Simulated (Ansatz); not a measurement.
System: GeF4, charge 0, multiplicity 1. 
Structure (B3LYP-D3(BJ)/def2-TZVP (Ansatz, a program for electronic structure) minimum search):
```
Ge
F 1 1.7016
F 1 1.7016 2 109.47
F 1 1.7016 2 109.47 3 -120.00
F 1 1.7016 2 109.47 4 -120.00
```
Charge 0, spin multiplicity 1.

Computed values are from Ansatz. Cores are frozen in the correlated levels unless marked. Open shells are spin-unrestricted. Spin-orbit coupling is left out. Frozen are the shells of the preceding noble gas and the d and f shells that filled before the atom's block. No relativistic terms. CBS(X,Y): correlation extrapolated as X^-3; Hartree-Fock from the larger set (for Q and 5 zeta extrapolated as (X+1)exp(-9√X)).

| Property | Result |
|---|---|
| atomisation energy De | 473.3 kcal/mol at CCSD(T)/CBS(cc-pVQZ,cc-pV5Z) |
| total energy | -2474.8672 Eh at CCSD(T)/CBS(cc-pVQZ,cc-pV5Z) |
| dipole moment | 0.00 D at CCSD(T)/aug-cc-pVDZ |
| T1 diagnostic | 0.012 at CCSD/cc-pV5Z |
